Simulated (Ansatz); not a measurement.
A short molecular-dynamics run on CrMe2 (C2H6Cr).

```yaml
crystal:
  periodic: [false, false, false]
  atoms:
    - {symbol: Cr, position_ang: [0.955339, -0.504166, 0.001169]}
    - {symbol: C, position_ang: [0.000850, 0.008339, 1.700764]}
    - {symbol: H, position_ang: [-0.130622, 1.098945, 1.775056]}
    - {symbol: H, position_ang: [0.640309, -0.333870, 2.538158]}
    - {symbol: H, position_ang: [-0.979568, -0.486933, 1.775511]}
    - {symbol: C, position_ang: [-0.002844, -0.006531, -1.700763]}
    - {symbol: H, position_ang: [-0.986692, -0.496413, -1.765449]}
    - {symbol: H, position_ang: [0.630921, -0.363248, -2.536443]}
    - {symbol: H, position_ang: [-0.127694, 1.083887, -1.787992]}
basis:
  gaussian: {orbitals: def2-SVP}
magnetization: {spin_polarized: true, initial_magnetization: 4}
hamiltonian: {xc: {name: PBE}, dispersion: d3bj}
md: {timestep: 2 fs, n_steps: 20, ensemble: nvt_langevin, temperature: 1000, initial_velocities: maxwell_boltzmann, friction: 0.01, seed: 941}
scf: {omitted_lower_state_checks: [starts]}
```

```sh
$ ansatz run in.yaml --threads 2 --pin off --events-out ev --progress --plain --max-ram 4352MiB
```

| step | time (fs) | potential energy (eV) | kinetic (eV) | T (K) |
| --- | --- | --- | --- | --- |
| 0 | 0.0 | -30577.4727 | 1.0341 | 889 |
| 1 | 2.0 | -30577.2038 | 0.8060 | 693 |
| 2 | 4.0 | -30577.1527 | 0.8131 | 699 |
| 3 | 6.0 | -30577.0658 | 0.9301 | 799 |
| 4 | 8.0 | -30576.7279 | 0.5728 | 492 |
| 5 | 10.0 | -30576.9644 | 0.8088 | 695 |
| 6 | 12.0 | -30576.8579 | 0.8462 | 727 |
| 7 | 14.0 | -30576.8733 | 0.8144 | 700 |
| 8 | 16.0 | -30576.9664 | 0.9108 | 783 |
| 9 | 18.0 | -30576.7193 | 0.8404 | 722 |
| 10 | 20.0 | -30576.7662 | 0.9973 | 857 |
| 11 | 22.0 | -30576.8142 | 0.9583 | 824 |
| 12 | 24.0 | -30576.8351 | 0.9405 | 808 |
| 13 | 26.0 | -30576.9673 | 1.1380 | 978 |
| 14 | 28.0 | -30576.8986 | 1.0385 | 893 |
| 15 | 30.0 | -30577.1407 | 1.0898 | 937 |
| 16 | 32.0 | -30577.1992 | 0.9820 | 844 |
| 17 | 34.0 | -30577.1053 | 0.8815 | 758 |
| 18 | 36.0 | -30577.1852 | 0.8781 | 755 |
| 19 | 38.0 | -30577.0329 | 0.6333 | 544 |
| 20 | 40.0 | -30577.0465 | 0.6452 | 555 |

Velocities are drawn at the set temperature; a run this short doesn't reach equilibrium. Under Langevin dynamics the printed temperature counts 3N degrees of freedom, so it starts below the set value.

Frames (Å, forces in eV/Å):

```xyz
9
time=0.0 fs
Cr    0.955   -0.504    0.001   -0.008    0.003    0.000
C     0.001    0.008    1.701    0.165   -0.087   -0.264
H    -0.131    1.099    1.775   -0.046    0.310    0.010
H     0.640   -0.334    2.538    0.170   -0.091    0.199
H    -0.980   -0.487    1.776   -0.285   -0.135    0.011
C    -0.003   -0.007   -1.701    0.164   -0.086    0.264
H    -0.987   -0.496   -1.765   -0.285   -0.133   -0.008
H     0.631   -0.363   -2.536    0.169   -0.094   -0.199
H    -0.128    1.084   -1.788   -0.044    0.311   -0.014
9
time=2.0 fs
Cr    0.964   -0.510    0.003   -0.327    0.252   -0.117
C    -0.019   -0.005    1.701   -1.223   -0.310   -1.220
H    -0.218    1.058    1.831    0.008    0.760   -0.094
H     0.651   -0.315    2.477    0.877   -0.588    1.235
H    -1.015   -0.525    1.792    0.518    0.014   -0.020
C    -0.012    0.024   -1.688    2.726    2.124   -1.561
H    -0.941   -0.453   -1.820   -2.058   -0.847   -0.051
H     0.628   -0.336   -2.614   -0.594    0.384    1.322
H    -0.122    1.189   -1.869    0.073   -1.789    0.507
9
time=4.0 fs
Cr    0.973   -0.514    0.005   -0.660    0.477   -0.103
C    -0.046   -0.015    1.701   -0.394    0.055   -0.378
H    -0.312    1.049    1.873    0.296    0.135   -0.236
H     0.693   -0.310    2.474   -0.038   -0.231    0.348
H    -1.025   -0.555    1.798    0.495   -0.204    0.038
C    -0.014    0.062   -1.678    1.437    1.591   -2.211
H    -0.961   -0.447   -1.880   -0.818   -0.056    0.327
H     0.592   -0.297   -2.629   -0.307    0.322    1.377
H    -0.112    1.235   -1.927   -0.012   -2.089    0.838
9
time=6.0 fs
Cr    0.983   -0.518    0.006   -1.004    0.683   -0.047
C    -0.077   -0.024    1.700    0.973    0.790    0.438
H    -0.416    1.044    1.906    0.670   -0.592   -0.409
H     0.746   -0.295    2.480   -1.142    0.092   -0.569
H    -1.017   -0.590    1.793    0.035   -0.651    0.170
C    -0.013    0.105   -1.675   -0.898   -0.546   -1.421
H    -1.009   -0.453   -1.941    0.928    0.987    0.952
H     0.536   -0.237   -2.587    0.731   -0.316    0.115
H    -0.095    1.200   -1.954   -0.293   -0.448    0.772
9
time=8.0 fs
Cr    0.993   -0.523    0.009   -1.302    0.859   -0.037
C    -0.105   -0.031    1.699    0.881    0.722    0.423
H    -0.509    1.019    1.929    0.838   -0.763   -0.485
H     0.760   -0.276    2.452   -1.303    0.109   -0.539
H    -1.015   -0.658    1.796    0.279   -0.518    0.156
C    -0.014    0.141   -1.672   -1.837   -3.525    0.421
H    -1.024   -0.432   -1.979    1.364    1.209    1.223
H     0.511   -0.182   -2.543    1.716   -1.041   -1.300
H    -0.086    1.140   -1.956   -0.636    2.948    0.138
9
time=10.0 fs
Cr    1.000   -0.529    0.011   -1.514    0.999   -0.071
C    -0.132   -0.037    1.699   -0.089   -0.243   -0.295
H    -0.575    0.972    1.940    0.590   -0.307   -0.433
H     0.731   -0.247    2.396   -0.516   -0.097    0.224
H    -1.005   -0.756    1.806    0.839    0.132    0.049
C    -0.019    0.161   -1.665   -0.098   -1.923   -0.756
H    -0.982   -0.363   -1.972    0.209    0.442    0.927
H     0.547   -0.177   -2.557    0.919   -0.462   -0.122
H    -0.098    1.194   -1.955   -0.340    1.459    0.478
9
time=12.0 fs
Cr    1.008   -0.535    0.014   -1.671    1.118   -0.171
C    -0.161   -0.046    1.696   -0.622   -1.117   -1.276
H    -0.623    0.919    1.940    0.051    0.453   -0.310
H     0.691   -0.206    2.342    0.766   -0.314    1.193
H    -0.956   -0.849    1.829    0.715    0.427   -0.030
C    -0.025    0.177   -1.662    3.495    1.307   -1.634
H    -0.929   -0.280   -1.923   -2.389   -1.069   -0.008
H     0.631   -0.195   -2.586   -0.463    0.379    1.355
H    -0.117    1.302   -1.935    0.118   -1.184    0.882
9
time=14.0 fs
Cr    1.015   -0.540    0.020   -1.814    1.199   -0.240
C    -0.189   -0.062    1.689    0.200   -1.201   -1.099
H    -0.667    0.894    1.925   -0.146    0.386   -0.288
H     0.687   -0.181    2.323    0.707   -0.135    1.037
H    -0.885   -0.927    1.861    0.206    0.391   -0.054
C    -0.021    0.198   -1.667    3.106    1.142   -1.488
H    -0.972   -0.242   -1.874   -1.368   -0.789   -0.035
H     0.713   -0.188   -2.555   -1.222    0.612    1.465
H    -0.134    1.350   -1.883    0.331   -1.606    0.702
9
time=16.0 fs
Cr    1.021   -0.544    0.026   -1.910    1.208   -0.172
C    -0.215   -0.089    1.683    1.772   -0.104   -0.021
H    -0.721    0.896    1.904    0.246   -0.707   -0.413
H     0.729   -0.159    2.337   -0.722    0.110   -0.039
H    -0.818   -0.994    1.893   -0.285    0.153    0.043
C    -0.008    0.220   -1.674    0.250   -1.004   -0.408
H    -1.066   -0.238   -1.831    1.491    0.272    0.155
H     0.763   -0.149   -2.468   -1.105    0.321    0.543
H    -0.130    1.325   -1.806    0.263   -0.248    0.312
9
time=18.0 fs
Cr    1.025   -0.546    0.032   -1.931    1.141   -0.049
C    -0.237   -0.122    1.680    2.640    0.488    0.384
H    -0.780    0.866    1.873    0.420   -1.116   -0.377
H     0.764   -0.126    2.339   -1.529    0.109   -0.569
H    -0.763   -1.055    1.931   -0.493    0.006    0.117
C     0.006    0.238   -1.678   -1.852   -2.304    1.651
H    -1.105   -0.227   -1.774    2.442    0.538   -0.047
H     0.771   -0.103   -2.365    0.221   -0.413   -1.216
H    -0.114    1.296   -1.714    0.082    1.550    0.105
9
time=20.0 fs
Cr    1.028   -0.544    0.038   -1.879    1.005   -0.007
C    -0.250   -0.155    1.677    2.640   -0.485    0.257
H    -0.830    0.784    1.820    0.024   -0.344   -0.190
H     0.749   -0.081    2.311   -1.337    0.070   -0.393
H    -0.728   -1.108    2.000   -0.289    0.334   -0.069
C     0.011    0.249   -1.673   -2.224   -0.271    3.150
H    -1.052   -0.184   -1.703    1.378   -0.008   -0.370
H     0.772   -0.068   -2.306    1.426   -0.892   -2.419
H    -0.104    1.332   -1.621    0.260    0.591    0.041
9
time=22.0 fs
Cr    1.030   -0.542    0.043   -1.753    0.838   -0.113
C    -0.254   -0.191    1.673    1.702   -1.775   -0.285
H    -0.881    0.685    1.754   -0.599    0.594   -0.107
H     0.683   -0.035    2.263   -0.034    0.242    0.471
H    -0.695   -1.151    2.076   -0.084    0.637   -0.355
C     0.009    0.258   -1.658    2.882    1.960    2.106
H    -0.951   -0.134   -1.636   -2.285   -1.535   -0.526
H     0.813   -0.067   -2.328   -0.272   -0.087   -0.954
H    -0.089    1.387   -1.532    0.442   -0.874   -0.238
9
time=24.0 fs
Cr    1.030   -0.541    0.048   -1.565    0.655   -0.254
C    -0.254   -0.231    1.664   -0.074   -1.333   -1.053
H    -0.955    0.611    1.689   -0.273    0.130   -0.171
H     0.615    0.011    2.230    1.433    0.720    1.424
H    -0.645   -1.174    2.125   -0.211    0.298   -0.343
C     0.015    0.272   -1.637    3.490    1.209    1.145
H    -0.953   -0.138   -1.590   -1.690   -1.150   -0.534
H     0.834   -0.071   -2.376   -1.443    0.485    0.232
H    -0.050    1.400   -1.450    0.331   -1.013   -0.446
9
time=26.0 fs
Cr    1.030   -0.538    0.054   -1.354    0.459   -0.299
C    -0.256   -0.273    1.651    0.251    0.765   -0.833
H    -1.043    0.543    1.619    0.585   -0.662   -0.116
H     0.596    0.068    2.249    0.480    0.576    0.745
H    -0.598   -1.172    2.152   -0.568   -0.777    0.136
C     0.032    0.292   -1.613    0.074   -1.941    0.792
H    -1.043   -0.177   -1.574    1.763    0.611   -0.519
H     0.792   -0.052   -2.411   -1.272    0.537    0.391
H     0.010    1.363   -1.381    0.040    0.431   -0.296
9
time=28.0 fs
Cr    1.029   -0.535    0.057   -1.103    0.271   -0.256
C    -0.257   -0.313    1.634    1.024    1.812    0.119
H    -1.117    0.446    1.549    0.986   -0.757   -0.015
H     0.586    0.129    2.297   -0.898   -0.064   -0.392
H    -0.574   -1.191    2.175   -0.502   -1.026    0.256
C     0.048    0.310   -1.584   -1.523   -3.444    0.703
H    -1.078   -0.189   -1.580    2.628    1.262   -0.255
H     0.708   -0.010   -2.427   -0.443    0.281   -0.152
H     0.068    1.341   -1.328   -0.170    1.665   -0.008
9
time=30.0 fs
Cr    1.028   -0.531    0.057   -0.801    0.103   -0.202
C    -0.255   -0.346    1.617    1.202    0.716    1.318
H    -1.153    0.319    1.487    0.543   -0.159   -0.033
H     0.542    0.180    2.333   -1.325   -0.477   -0.908
H    -0.570   -1.250    2.194    0.033   -0.061   -0.350
C     0.056    0.316   -1.552   -1.245   -1.325    1.249
H    -1.022   -0.142   -1.590    1.530    0.922    0.028
H     0.621    0.047   -2.439    0.359    0.006   -0.838
H     0.108    1.385   -1.287   -0.296    0.275   -0.263
9
time=32.0 fs
Cr    1.025   -0.529    0.055   -0.468   -0.082   -0.189
C    -0.250   -0.374    1.608    1.140   -0.788    1.527
H    -1.159    0.188    1.418   -0.507    0.652   -0.251
H     0.447    0.203    2.323   -0.765   -0.246   -0.481
H    -0.576   -1.300    2.196    0.415    0.467   -0.674
C     0.056    0.317   -1.521    2.531    1.156    0.669
H    -0.916   -0.060   -1.598   -2.415   -0.559    0.087
H     0.547    0.102   -2.481    0.440    0.052   -0.343
H     0.134    1.420   -1.268   -0.372   -0.651   -0.346
9
time=34.0 fs
Cr    1.021   -0.527    0.053   -0.104   -0.286   -0.188
C    -0.241   -0.404    1.603   -0.309   -1.556    0.244
H    -1.174    0.085    1.337   -0.537    0.602   -0.325
H     0.323    0.212    2.289    0.461    0.823    0.835
H    -0.567   -1.326    2.181    0.472    0.273   -0.517
C     0.064    0.321   -1.492    3.873    1.182   -0.885
H    -0.891   -0.016   -1.615   -3.681   -0.922    0.075
H     0.497    0.160   -2.539    0.215    0.074    0.855
H     0.155    1.415   -1.269   -0.390   -0.190   -0.094
9
time=36.0 fs
Cr    1.015   -0.526    0.050    0.274   -0.469   -0.111
C    -0.232   -0.436    1.594   -1.124   -0.359   -0.272
H    -1.207    0.001    1.255    0.327    0.085   -0.027
H     0.226    0.252    2.294    0.395    0.756    0.728
H    -0.528   -1.343    2.158    0.281   -0.329   -0.085
C     0.088    0.331   -1.468   -0.670   -0.910   -2.602
H    -0.992   -0.014   -1.642    0.731    0.519    0.696
H     0.468    0.225   -2.569    0.172   -0.140    1.405
H     0.173    1.400   -1.277   -0.386    0.847    0.268
9
time=38.0 fs
Cr    1.007   -0.526    0.049    0.627   -0.578   -0.039
C    -0.229   -0.463    1.579   -0.734    1.180    0.709
H    -1.217   -0.091    1.185    0.420    0.007    0.095
H     0.146    0.314    2.327   -0.219   -0.471   -0.495
H    -0.482   -1.371    2.143    0.195   -0.582    0.147
C     0.110    0.336   -1.455   -2.435   -0.606   -2.756
H    -1.051    0.005   -1.654    2.173    0.814    0.934
H     0.452    0.274   -2.554    0.371   -0.383    1.031
H     0.182    1.417   -1.280   -0.398    0.619    0.375
9
time=40.0 fs
Cr    1.000   -0.528    0.050    0.900   -0.609   -0.063
C    -0.230   -0.484    1.564   -0.481    0.901    1.786
H    -1.207   -0.196    1.124   -0.079    0.197   -0.016
H     0.067    0.345    2.337   -0.337   -1.007   -1.015
H    -0.448   -1.417    2.146    0.352    0.031   -0.180
C     0.123    0.340   -1.453   -2.818    0.932   -0.953
H    -1.028    0.067   -1.646    1.784    0.459    0.867
H     0.445    0.314   -2.494    0.966   -0.539   -0.716
H     0.173    1.454   -1.263   -0.286   -0.363    0.290
```

Run time 35 s (2 threads of Intel Xeon 6975P-C on a shared host).
